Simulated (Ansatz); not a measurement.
`[SiH3]C(Br)Br` at its PBE0-D4/def2-TZVP geometry, where that method's forces vanish. Total charge 0; spin multiplicity 1.

```xyz
8

Si    0.7300   -0.5587   -0.3724
C    -0.6552    0.4050    0.4808
Br   -2.2761    0.2650   -0.5710
Br   -0.0981    2.2440    0.7280
H     1.9461   -0.4774    0.4745
H     0.2984   -1.9717   -0.5137
H     0.9650    0.0580   -1.6968
H    -0.9101    0.0358    1.4705
```

(1) What forces (eV/Å) does PBE-D4/def2-TZVPP give on these atoms in Ansatz? (An estimate is asked.)

Answers

(1) Ansatz gave: 
```
Si1  0.010 -0.011  0.001
C2   0.124 -0.137  0.001
Br3 -0.346 -0.061 -0.214
Br4  0.139  0.380  0.076
H5   0.138  0.004  0.086
H6  -0.039 -0.156 -0.019
H7   0.029  0.062 -0.142
H8  -0.055 -0.079  0.212
```
